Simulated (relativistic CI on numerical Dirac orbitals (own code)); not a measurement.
# Crystal-field levels of Os6+, 5d2

Calculated by Dirac-Coulomb-Breit CI, KLI orbitals optimised for each configuration, QED by a radiative potential, valence Slater integrals scaled by 0.75, one configuration in a parametric crystal field (own radial code).

Field parameters in Wybourne normalisation: Oh B⁴₀ = 21Dq, B⁴₄ = √(5/14) B⁴₀. The field is a parameter set, without covalency.

S is read from ⟨S²⟩ = S(S + 1).

Levels (cm⁻¹, degeneracy): 0 (2), 723 (3), 8057 (3), 9332 (1), 15415 (3), 16666 (2), 28257 (1), 29128 (1), 30024 (3), 31415 (3), 31985 (2), 37995 (3).

Question: Which field gives this pattern?
A. Oh, 10Dq = 18000 cm⁻¹
B. Oh, 10Dq = 33950 cm⁻¹
C. Oh, 10Dq = 25950 cm⁻¹
D. Oh, 10Dq = 10000 cm⁻¹

Answer: C. Oh, 10Dq = 25950 cm⁻¹, ground level with S = 0.95.
